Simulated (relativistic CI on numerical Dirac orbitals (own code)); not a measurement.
Mo³⁺: L2,3 absorption edge

Computed with this model: Dirac-Coulomb-Breit CI, separate exchange-only KLI orbitals for each configuration, model QED, valence Slater integrals scaled by 0.8, multiplet model of core-to-valence dipole absorption; configurations [Kr] 4d3 → [He] 2s2 2p5 3s2 3p6 3d10 4s2 4p6 4d4; 300 K; Lorentzian 0.96 eV and Gaussian 0.5 eV FWHM. Energies are those of the free ion, without screening or charge transfer. The branching ratio is the share of the lower-energy edge in the whole absorption, uncertain by about 0.02 where the edges overlap. S is read from ⟨S²⟩ = S(S + 1).

Field parameters in Wybourne normalisation: D3d B²₀ = −7Dσ, B⁴₀ = −14Dq − 21Dτ, B⁴₃ = −14√(10/7) Dq; D4h B²₀ = −7Ds, B⁴₀ = 21(Dq − Dt), B⁴₄ = 21√(5/14) Dq; Oh B⁴₀ = 21Dq, B⁴₄ = √(5/14) B⁴₀. The field is a parameter set, without covalency.

Peaks in eV (height, largest 100): 2524.5 (47), 2526.0 (100), 2629.0 (10), 2631.1 (22).

Which surroundings give this spectrum?
A. D3d, 10Dq = 33350, Dσ = 230, Dτ = -350 cm⁻¹
B. free ion
C. Oh, 10Dq = 26100 cm⁻¹
D. D4h, 10Dq = 34650, Ds = 2000, Dt = -410 cm⁻¹

B. free ion, where the ground state has S = 1.49.
